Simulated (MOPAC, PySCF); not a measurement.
Positional isomers: trisilane mercapto. All species are isolated molecules in the gas phase. One relaxed conformer stands for each flexible species; it need not be the lowest. Strings in code marks are SMILES.

Quantity: vertical ionisation energy (energy after one electron is removed minus that of the parent at the parent's geometry), in eV.

Level 1: B3LYP-D3(BJ)/def2-TZVP (PySCF)
Level 2: PBE-D3(BJ)/def2-TZVP // B3LYP-D3(BJ)/def2-TZVP (PySCF)
Level 3: PBE/6-31G* // B3LYP-D3(BJ)/def2-TZVP (PySCF)
Level 4: minus the HOMO energy of PM3 // B3LYP-D3(BJ)/def2-TZVP (MOPAC)

```json
[
 {"species": "`[SiH3][SiH]([SiH3])S` (Si–Si–S–H torsion 62°)", "level 1": "8.83", "level 2": "8.60", "level 3": "8.59", "level 4": "8.78"}
]
```
